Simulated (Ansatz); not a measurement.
Reaction (ligand exchange at a B–C bond): `CCBCC` + `N[SiH3]` → `CCBN[SiH3]` + ethane

Isolated molecules relaxed with PBE0-D4/def2-TZVP in Ansatz; ΔE leaves out vibrations. CCSD(T)/CBS adds triple-zeta CCSD(T) − MP2 to the extrapolated MP2 energy (def2 sets, frozen cores). This one scheme is used for every species. Functionals use def2-TZVPP. B3LYP here is the variant with VWN-RPA as its local correlation; programs differ in this. Each species was taken in one conformer, which may not be the lowest.

Is it downhill or uphill in electronic energy at CCSD(T)/CBS, and by how much? (Best estimate.)

Ansatz gave: Downhill: ΔE = -1.42 eV.

What do these levels give: ωB97X-V, ωB97M-V, PBE, r2SCAN, PBE0, B3LYP, MP2/def2-TZVPP, CCSD/def2-TZVPP, HF/def2-QZVPP, SCS-MP2/def2-QZVPP, MP2/CBS(def2), CCSD/CBS(def2)? (Best estimate.)

Computed: ωB97X-V -1.40, ωB97M-V -1.41, PBE -1.40, r2SCAN -1.41, PBE0 -1.40, B3LYP -1.44, MP2/def2-TZVPP -1.46, CCSD/def2-TZVPP -1.44, HF/def2-QZVPP -1.43, SCS-MP2/def2-QZVPP -1.44, MP2/CBS(def2) -1.43, CCSD/CBS(def2) -1.41 eV.

Largest T1 diagnostic among the species: 0.011.
